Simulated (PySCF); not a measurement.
# BHandHLYP on Bi⁺ (bismuth, charge +1)

Configuration: [Xe] 4f14 5d10 6s2 6p2, high-spin 3P determinant. Calculation: PySCF 2.14, in aug-cc-pVTZ-DK3; the spin-free X2C one-electron Hamiltonian (Gaussian nucleus).

| Item | Value |
| --- | --- |
| Total energy | -21532.76 hartree |
| One-electron energy | -29412.18 hartree |
| Hartree (Coulomb) energy | 8283.41 hartree |
| Exchange-correlation energy | -403.98 hartree |
| ⟨S²⟩ | 2.0026 |
| ⟨L²⟩ | 2.006 |
| Sum of ⟨r⟩ | 46.52 bohr |
| Sum of ⟨r²⟩ | 60.30 bohr² |
| Traceless quadrupole moment −½Σ⟨3z² − r²⟩ along its main axis | 3.43 e·bohr² |
| Langevin diamagnetic susceptibility | -47.8 ×10⁻⁶ cm³/mol |

| shell | electrons | mean orbital energy (eV) | spread (eV) | rms radius, mean of both spins (bohr) |
| --- | --- | --- | --- | --- |
| 1s α | 1 | -90636.9 | 0 | 0.0178 |
| 1s β | 1 | -90636.8 | 0 | 0.0178 |
| 2s α | 1 | -16372.0 | 0 | 0.0718 |
| 2s β | 1 | -16371.9 | 0 | 0.0718 |
| 2p α | 3 | -14085.6 | 0.005 | 0.0663 |
| 2p β | 3 | -14085.5 | 0.045 | 0.0663 |
| 3s α | 1 | -3995.8 | 0 | 0.183 |
| 3s β | 1 | -3995.8 | 0 | 0.183 |
| 3p α | 3 | -3333.8 | 0.053 | 0.186 |
| 3p β | 3 | -3333.8 | 0.108 | 0.186 |
| 3d α | 5 | -2632.1 | 0.072 | 0.170 |
| 3d β | 5 | -2632.1 | 0.093 | 0.170 |
| 4s α | 1 | -943.38 | 0 | 0.401 |
| 4s β | 1 | -943.31 | 0 | 0.401 |
| 4p α | 3 | -723.30 | 0.143 | 0.427 |
| 4p β | 3 | -723.23 | 0.238 | 0.427 |
| 4d α | 5 | -460.49 | 0.194 | 0.453 |
| 4d β | 5 | -460.45 | 0.238 | 0.453 |
| 5s α | 1 | -178.01 | 0 | 0.886 |
| 5s β | 1 | -177.82 | 0 | 0.886 |
| 4f α | 7 | -174.20 | 0.222 | 0.480 |
| 4f β | 7 | -174.16 | 0.263 | 0.480 |
| 5p α | 3 | -114.52 | 0.319 | 1.01 |
| 5p β | 3 | -114.35 | 0.556 | 1.01 |
| 5d α | 5 | -39.962 | 0.466 | 1.32 |
| 5d β | 5 | -39.704 | 0.693 | 1.32 |
| 6s α | 1 | -25.464 | 0 | 2.29 |
| 6s β | 1 | -23.226 | 0 | 2.29 |
| 6p α | 2 | -13.922 | 0 | 2.96 |

Spin-orbit coupling is strong in this species (close to jj coupling), so the high-spin LS determinant is a model state, not a physical level.

Densities and radii are taken from the X2C orbitals without a picture-change correction, which distorts them close to the nucleus.
